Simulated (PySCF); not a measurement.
HCl3HfO, triplet, geometry from GFN2-xTB (such geometries of metal compounds can be far from the true shape) (the multiplicity is a formal guess) (core potentials on Hf); DF-HF/def2-SVP (PySCF).

Input for PySCF:
```python
from pyscf import gto, scf

mol = gto.Mole()
mol.atom = '''
    Hf   -0.253917    0.023804   -0.007038
    Cl    2.053705   -0.284852   -0.145681
    Cl    0.784120    0.821689    1.986196
    Cl   -0.681395   -0.857582   -2.040981
    O    -1.963154    0.438220    0.503379
    H    -2.672031    0.233031   -0.112376
'''
mol.basis = 'def2-svp'
mol.ecp = {'Hf': 'def2-svp'}
mol.charge = 0
mol.spin = 2
mol.verbose = 4
mol.build()

mf = scf.UHF(mol)
mf = mf.density_fit(auxbasis='def2-universal-jkfit')
mf.kernel()
```

The log (banner, timings and long lists left out):

```
PySCF version 2.14.0

[INPUT] verbose = 4
[INPUT] num. atoms = 6
[INPUT] num. electrons = 72
[INPUT] charge = 0
[INPUT] spin (= nelec alpha-beta = 2S) = 2
[INPUT] symmetry False subgroup None
[INPUT] Mole.unit = angstrom
[INPUT] Symbol           X                Y                Z      unit          X                Y                Z       unit  Magmom
[INPUT]  1 Hf    -0.253917000000   0.023804000000  -0.007038000000 AA   -0.479833588371   0.044983040669  -0.013299892465 Bohr   0.0
[INPUT]  2 Cl     2.053705000000  -0.284852000000  -0.145681000000 AA    3.880939990650  -0.538292266035  -0.275297191553 Bohr   0.0
[INPUT]  3 Cl     0.784120000000   0.821689000000   1.986196000000 AA    1.481772048794   1.552767169568   3.753366469707 Bohr   0.0
[INPUT]  4 Cl    -0.681395000000  -0.857582000000  -2.040981000000 AA   -1.287649932648  -1.620595109357  -3.856895115441 Bohr   0.0
[INPUT]  5 O     -1.963154000000   0.438220000000   0.503379000000 AA   -3.709823400344   0.828115782307   0.951248446857 Bohr   0.0
[INPUT]  6 H     -2.672031000000   0.233031000000  -0.112376000000 AA   -5.049406786348   0.440364768534  -0.212359862974 Bohr   0.0

nuclear repulsion = 379.342695939158
number of shells = 45
number of NR pGTOs = 196
number of NR cGTOs = 105
basis = def2-svp
ecp = {'Hf': 'def2-svp'}

******** <class 'pyscf.df.df_jk.DFUHF'> ********
method = DFUHF
initial guess = minao
damping factor = 0
level_shift factor = 0
DIIS = <class 'pyscf.scf.diis.CDIIS'>
diis_start_cycle = 1
diis_space = 8
diis_damp = 0
SCF conv_tol = 1e-09
SCF conv_tol_grad = None
SCF max_cycles = 50
direct_scf = False
number electrons alpha = 37  beta = 35
Set gradient conv threshold to 3.16228e-05
******** <class 'pyscf.df.df.DF'> ********
auxbasis = def2-universal-jkfit
init E= -1488.43424299856

cycle= 1 E= -1500.94242953059  delta_E= -12.5  |g|= 0.538  |ddm|= 5.37
cycle= 2 E= -1501.01372347952  delta_E= -0.0713  |g|= 0.281  |ddm|= 0.652
cycle= 3 E= -1501.04462174099  delta_E= -0.0309  |g|= 0.0668  |ddm|= 0.266
cycle= 4 E= -1501.04755022474  delta_E= -0.00293  |g|= 0.0186  |ddm|= 0.107
cycle= 5 E= -1501.04804414431  delta_E= -0.000494  |g|= 0.00747  |ddm|= 0.053
cycle= 6 E= -1501.04818400649  delta_E= -0.00014  |g|= 0.00293  |ddm|= 0.0385
cycle= 7 E= -1501.0482049997  delta_E= -2.1e-05  |g|= 0.00129  |ddm|= 0.0127
cycle= 8 E= -1501.04821070889  delta_E= -5.71e-06  |g|= 0.000601  |ddm|= 0.00666
cycle= 9 E= -1501.04821233207  delta_E= -1.62e-06  |g|= 0.00031  |ddm|= 0.0033
cycle= 10 E= -1501.04821282467  delta_E= -4.93e-07  |g|= 0.000149  |ddm|= 0.00191
cycle= 11 E= -1501.04821294531  delta_E= -1.21e-07  |g|= 6.88e-05  |ddm|= 0.00105
cycle= 12 E= -1501.04821296691  delta_E= -2.16e-08  |g|= 3.11e-05  |ddm|= 0.000449
cycle= 13 E= -1501.04821297046  delta_E= -3.55e-09  |g|= 2.37e-05  |ddm|= 0.000117
cycle= 14 E= -1501.04821297271  delta_E= -2.25e-09  |g|= 1.62e-05  |ddm|= 9.53e-05
cycle= 15 E= -1501.0482129742  delta_E= -1.49e-09  |g|= 1.11e-05  |ddm|= 8.53e-05
cycle= 16 E= -1501.04821297502  delta_E= -8.18e-10  |g|= 8.53e-06  |ddm|= 6.8e-05
Extra cycle  E= -1501.04821297522  delta_E= -2.02e-10  |g|= 7.09e-06  |ddm|= 1.97e-05
converged SCF energy = -1501.04821297522  <S^2> = 2.0232962  2S+1 = 3.0154908
```
